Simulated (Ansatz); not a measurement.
One change: `N#[C][GeH]([F])[F]` becomes `[F][GeH]([F])[O][SiH3]`.

Ansatz, PBE0-D4/def2-TZVP geometries, multiplicity 1. Each molecule was computed in one conformer, which needn't be the lowest.

Scalar relativity is left out up to krypton.

| property | `N#[C][GeH]([F])[F]` |
| --- | --- |
| size of the dipole moment (PBE/def2-TZVPP) / D | 2.87 |
| LUMO energy (ωB97M-V/def2-TZVPP) / eV | 0.55 |
| HOMO energy (ωB97M-V/def2-TZVPP) / eV | -13.09 |
| HOMO energy (B3LYP/def2-TZVPP) / eV | -10.48 |
| size of the dipole moment (B3LYP/def2-TZVPP) / D | 3.00 |
| HOMO–LUMO gap (B3LYP/def2-TZVPP) / eV | 8.68 |

Question: What does the change do to each property? (Estimate.)

Answer: The calculation gave: 
```csv
property,`[F][GeH]([F])[O][SiH3]`,shift
size of the dipole moment (PBE/def2-TZVPP) / D,1.69,-1.18
LUMO energy (ωB97M-V/def2-TZVPP) / eV,1.35,0.80
HOMO energy (ωB97M-V/def2-TZVPP) / eV,-11.55,1.54
HOMO energy (B3LYP/def2-TZVPP) / eV,-9.04,1.44
size of the dipole moment (B3LYP/def2-TZVPP) / D,1.79,-1.21
HOMO–LUMO gap (B3LYP/def2-TZVPP) / eV,8.25,-0.43
```

With PBE0 the HOMO rises by 1.51 eV and the LUMO rises by 1.07 eV, so the gap narrows by about 0.44 eV. PBE moves the HOMO by 1.31 eV and ωB97M-V by 1.54 eV. Dipoles are sizes alone; their direction can turn.

B3LYP here is the variant with VWN-RPA as its local correlation; programs differ in this.
